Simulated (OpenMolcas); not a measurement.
**Br3+: effect of the basis set**

- Program: OpenMolcas
- Method: SS-CASPT2, IPEA 0.25 Eh, imaginary shift 0.1 Eh (closed shells correlated: 3d 4s)
- Active space: 2 electrons in 3 orbitals (4p)
- State averaging: 2S+1 = 3 even, 3 roots; 2S+1 = 1 even, 6 roots
- Spin-orbit coupling: state interaction with AMFI integrals over the reference wave functions, term energies averaged over their components

A. ANO-RCC-VDZP [5s4p2d], DKH2, point nucleus; CASPT2 step roughly 0.6 core-seconds
B. ANO-R1 [5s4p3d1f], X2C, finite nucleus; CASPT2 step roughly 0.9 core-seconds
C. ANO-RCC-VTZP [6s5p3d1f], DKH2, point nucleus; CASPT2 step about 0.6 core-seconds
D. ANO-R2 [6s5p4d2f1g], X2C, finite nucleus; CASPT2 step about 0.9 core-seconds
E. ANO-RCC-VQZP [7s6p4d2f1g], DKH2, point nucleus; CASPT2 step about 2 core-seconds
F. ANO-R3 [7s6p5d4f2g], X2C, finite nucleus; CASPT2 step about 5 core-seconds

Energies in cm⁻¹ above 4s² 4p² ³P₀.

```
      Level      A      B      C      D      E      F
4s² 4p² ³P₀    0.0    0.0    0.0    0.0    0.0    0.0
4s² 4p² ³P₁   2210   2500   2380   2330   2300   2330
4s² 4p² ³P₂   5010   5530   5230   5110   5070   5090
4s² 4p² ¹D₂  17280  17740  16210  15830  15770  15610
4s² 4p² ¹S₀  35350  35930  34230  33680  33550  33150
```

Among A to F the level of the table that moves most is 4s² 4p² ¹S₀, by 2800 cm-1 (lowest in F, highest in B). Moves below CASPT2's spread within the term are not significant.

CASPT2 breaks the degeneracy within a term, and the mean is taken; among the terms shown or strongly mixed into the levels shown the widest spread is 110 cm-1 (4s² 4p² ¹D, B). With the s shell closed, the reference lacks s² → p² mixing. The basis is small and was not contracted for so high a charge (holds for A; B). Levels of configurations outside the active space are missing.
